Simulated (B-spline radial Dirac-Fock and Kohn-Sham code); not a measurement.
Satellites and hypersatellites of the K lines of Kr¹²⁺

System: krypton as Kr¹²⁺, [Ar] 3d6.

The run's input, task.json:

```json
{"items": [{
  "Z": 36,
  "q": 12,
  "cfg": [[1, 0, 2], [2, 0, 2], [2, 1, 6], [3, 0, 2], [3, 1, 6], [3, 2, 6]],
  "A": 84,
  "rrms": 4.1884,
  "do": ["binding", "quiet", "double"]
}]}
```

Command: `python xray_run.py task.json out`

Calculated with an atomic code on a B-spline grid, using Dirac-Fock energy differences between relaxed states, corrected for Breit and QED terms. Each two-hole energy is an average over J within one jj subconfiguration, not an observable level; in light atoms, where LS coupling holds, the j-resolved values are not observed lines, and for a K spectator the Kα1 hypersatellite is nearly forbidden. Correlation energy is missing from these numbers.

Lines without a spectator: Kα2 (K-L2) 12596.0 eV, Kα1 (K-L3) 12649.1 eV, Kβ3 (K-M2) 14148.4 eV, Kβ1 (K-M3) 14157.6 eV. Shifts in eV with one spectator hole (a dash: not computed, or left out as unreliable):

```tsv
spectator hole	Kα2	Kα1	Kβ3	Kβ1
L2 (2p1/2)	+40.4	+49.7	–	+112.5
L3 (2p3/2)	+43.6	+42.5	+105.9	–
M2 (3p1/2)	–	+5.65	+15.17	+17.97
M3 (3p3/2)	+4.88	–	+16.70	+16.14
```

**Question.** Where does the K-L3 hypersatellite lie, emitted when both K electrons are missing?

**Answer.** +398.0 eV from the normal line, at 13047.0 eV. Removing both K electrons costs 29894.9 eV, which is 558.1 eV more than twice the K binding energy.

With n spectator holes in 2p, averaged over the 2p shell (energies in eV):

```tsv
n	KαLⁿ	step	hypersatellite KαʰLⁿ
0	12631.4	–	13027.3
1	12676.0	+44.6	13073.2
2	12721.8	+45.9	13120.5
3	12769.0	+47.2	13169.0
4	12817.4	+48.5	13218.8
5	12867.2	+49.8	13269.9
```
